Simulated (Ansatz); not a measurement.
The same path of AlBrH$_{4}$O$_{2}$Se (9 atoms, charge 0, multiplicity 1) was run twice with different band settings.

Theory: RKS PBE0-D4/def2-SVP (Ansatz).

Relaxed end points:

```xyz
9
Properties=species:S:1:pos:R:3
Al -0.418 -0.256 -0.425
Br 0.544 -2.334 -0.400
O -0.322 0.613 -1.894
O -1.711 0.046 0.657
H 2.432 0.324 0.902
Se 1.181 1.045 1.189
H 0.050 0.237 -2.693
H -2.612 0.182 0.361
H 0.857 0.143 2.304
```

```xyz
9
Properties=species:S:1:pos:R:3
Al -0.436 -0.263 -0.403
Br 0.132 -2.423 0.101
O 0.326 0.476 -1.746
O -2.000 0.246 0.067
H 2.358 0.451 0.549
Se 1.175 1.040 1.194
H -0.159 0.742 -2.530
H -2.639 -0.351 0.460
H 1.244 0.080 2.308
```

Common settings: spring 5.0 eV/Å²; optimiser quadratic models (default); start path through a guess of the saddle point; force threshold 0.05 eV/Å; iteration limit 60; end points relaxed.

| run | movable images | climbing image |
| --- | --- | --- |
| 1 | 5 | yes |
| 2 | 2 | no |

**Question.** What does each run give, and how far can it be trusted?

**Answer.** Run 1: converged after 34 iterations, highest image 0.018 eV above the first end. A vibrational analysis at the climbing image gives one clearly imaginary mode, 105i cm⁻¹: a first-order saddle point.
Run 2: converged after 27 iterations, highest image 0.023 eV above the first end. No image climbed, so the highest image needn't sit at the top of the path. So few images can step over the top or miss a turn of the path.
